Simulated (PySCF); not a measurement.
Ga(Et)3 (C6H15Ga), SMILES [CH2]([Ga]([CH2]C)[CH2]C)C. Atoms are numbered in the order given.

```xyz
22

Ga     0.2122    -0.1834     0.1353
C      2.0416     0.0257    -0.6417
C      2.4575     1.4649    -0.9651
H      2.0858    -0.6073    -1.5477
H      2.7584    -0.4411     0.0594
H      2.4565     2.1018    -0.0648
H      1.7674     1.9371    -1.6843
H      3.4700     1.5245    -1.4016
C     -0.4898    -2.0026     0.5735
C     -1.9216    -2.0409     1.1189
H      0.2140    -2.4684     1.2884
H     -0.4032    -2.6165    -0.3425
H     -2.6414    -1.6049     0.4059
H     -2.0174    -1.4639     2.0539
H     -2.2638    -3.0679     1.3365
C     -0.9574     1.4226     0.3785
C     -1.7949     1.7090    -0.8808
H     -0.3314     2.2989     0.6178
H     -1.6248     1.2627     1.2422
H     -2.4560     0.8634    -1.1375
H     -1.1604     1.9010    -1.7632
H     -2.4439     2.5938    -0.7573
```

Geometry: B3LYP-D3(BJ)/def2-SVP. The isomer is the one that the SMILES or the coordinates give; other isomers of the formula were not compared. The values are those of a single conformer.

Computed with TDDFT-CAM-B3LYP/def2-SVP run with PySCF.

Vertical excitations. Gas-phase values at a fixed geometry.

| state | energy (eV) | λ (nm) | f | main pairs |
|---|---|---|---|---|
| S1 | 4.81 | 258 | 0.003 | HOMO→LUMO 99 % |
| S2 | 4.89 | 253 | 0.000 | HOMO−1→LUMO 98 % |
| S3 | 6.81 | 182 | 0.100 | HOMO→LUMO+1 95 % |
| S4 | 6.86 | 181 | 0.095 | HOMO−1→LUMO+1 93 % |
| S5 | 7.92 | 157 | 0.044 | HOMO−1→LUMO+3 45 %, HOMO→LUMO+2 43 % |
| S6 | 7.95 | 156 | 0.007 | HOMO→LUMO+3 81 % |
| S7 | 7.97 | 155 | 0.000 | HOMO−2→LUMO 59 %, HOMO−3→LUMO 32 % |
| S8 | 8.04 | 154 | 0.000 | HOMO−1→LUMO+2 77 %, HOMO→LUMO+3 13 % |
| S9 | 8.11 | 153 | 0.023 | HOMO−3→LUMO 62 %, HOMO−2→LUMO 31 % |
| S10 | 8.16 | 152 | 0.019 | HOMO−1→LUMO+3 43 %, HOMO→LUMO+2 41 % |
| T1 | 4.51 | 275 | 0 | HOMO→LUMO 98 % |
| T2 | 4.62 | 269 | 0 | HOMO−1→LUMO 97 % |
| T3 | 6.16 | 201 | 0 | HOMO→LUMO+1 87 % |
| T4 | 6.24 | 199 | 0 | HOMO−1→LUMO+1 83 % |
Triplets are in the Tamm–Dancoff approximation, which puts them higher than full response would, so one can lie above its singlet here.
